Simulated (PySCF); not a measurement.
Gas-phase reaction: 3 vinylsilane + CH2FCF3 = 3 H3SiCCH + 4 HF + 2 CH2

Method: PySCF energies (xtb for GFN2) plus ideal-gas RRHO corrections (1 bar). † marks an energy on the PBE0/def2-TZVP geometry and frequencies; other levels use their own. CCSD(T) freezes the core. 6-31G* has spherical d functions here. Open shells (unrestricted): CH2 (multiplicity 3); the rest are closed-shell singlets. GFN2 has no spin-polarisation term. B3LYP is the form with VWN-RPA correlation. CCSD(T) isn't extrapolated to the basis-set limit; its ΔH°(298 K) is 1099.4 kJ in def2-SVP and 1017.5 kJ in def2-TZVPP. The harmonic model lacks anharmonicity and excited electronic states, which grow with temperature; levels with a mode under 35 cm⁻¹ are left out. Internal rotation in vinylsilane, CH2FCF3 is treated as a harmonic vibration of one conformer, which makes the entropy rough.

```json
[
 {"level": "B3LYP/6-31G*", "ΔE electronic, kJ": "1394", "ΔH°(298 K), kJ": "1310", "ΔS°(298 K), J/K": "716", "ΔG°(2500 K), kJ": "-504"},
 {"level": "B3LYP/def2-TZVP†", "ΔE electronic, kJ": "1133", "ΔH°(298 K), kJ": "1055", "ΔS°(298 K), J/K": "715", "ΔG°(2500 K), kJ": "-751"},
 {"level": "BLYP/def2-TZVP†", "ΔE electronic, kJ": "1095", "ΔH°(298 K), kJ": "1017", "ΔS°(298 K), J/K": "715", "ΔG°(2500 K), kJ": "-789"},
 {"level": "CCSD(T)/def2-TZVPP†", "ΔE electronic, kJ": "1095", "ΔH°(298 K), kJ": "1018", "ΔS°(298 K), J/K": "715", "ΔG°(2500 K), kJ": "-788"},
 {"level": "GFN2-xTB", "ΔE electronic, kJ": "1633", "ΔH°(298 K), kJ": "1555", "ΔS°(298 K), J/K": "701", "ΔG°(2500 K), kJ": "-210"},
 {"level": "HF/6-31G*", "ΔE electronic, kJ": "1049", "ΔH°(298 K), kJ": "959", "ΔS°(298 K), J/K": "718", "ΔG°(2500 K), kJ": "-876"},
 {"level": "HF/def2-TZVP†", "ΔE electronic, kJ": "875", "ΔH°(298 K), kJ": "798", "ΔS°(298 K), J/K": "715", "ΔG°(2500 K), kJ": "-1008"},
 {"level": "PBE0/def2-SVP†", "ΔE electronic, kJ": "1347", "ΔH°(298 K), kJ": "1270", "ΔS°(298 K), J/K": "715", "ΔG°(2500 K), kJ": "-536"}
]
```
ΔH° is lowest at HF/def2-TZVP† and highest at GFN2-xTB. No reference value is set beside these.
